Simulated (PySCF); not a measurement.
# SmF3(H2O) relaxed at several levels

Computed with PySCF 2.14.0, def2-SVP on the ligands, density fitting, scalar-relativistic core potentials, no spin-orbit coupling, vacuum. Each row is relaxed at its own level from the same template. Distances are means of the shortest metal–ligand contacts, charges and spins Mulliken's; removal energies are rigid, with the ligand's formal charge and no counterpoise, so too large; for an anion taken off a cation in vacuum most of it is the attraction of opposite charges, and multiply charged cations can part far more cheaply with an electron moved from ligand to metal. lcecp potentials hold a fixed number of 4f electrons in the core, out of states, spins and gaps.

| level | basis on the metal | point group | M–F (Å) | M–H2O (Å) | charge on M (e) | dipole (D) | removal of one F (eV) | strongest infrared band, degenerate modes summed (cm⁻¹) | unstable modes (below −25 cm⁻¹) |
| --- | --- | --- | --- | --- | --- | --- | --- | --- | --- |
| TPSS | lcecp-1-SVP with ECP51 | Cs | 2.083 | 2.497 | 1.10 | 6.92 | 11.02 | – | not given |

Q: What does the calculation give for PBE0, lcecp-1-SVP with ECP51?

A: point group: Cs, M–F (Å): 2.072, M–H2O (Å): 2.483, charge on M (e): 1.22, dipole (D): 6.76, removal of one F (eV): 10.91, strongest infrared band, degenerate modes summed (cm⁻¹): 554, unstable modes (below −25 cm⁻¹): 0.
```xyz
7

Sm    0.0891   -0.0925    0.0925
F     1.1113    1.3704    1.1486
F    -1.3240   -1.1618    1.1618
F     1.1113   -1.1486   -1.3704
O    -1.3316    1.3477   -1.3477
H    -1.6659    2.2275   -1.1329
H    -1.6659    1.1329   -2.2275
```

One start shape was tried for each, so a minimum needn't be the lowest isomer.
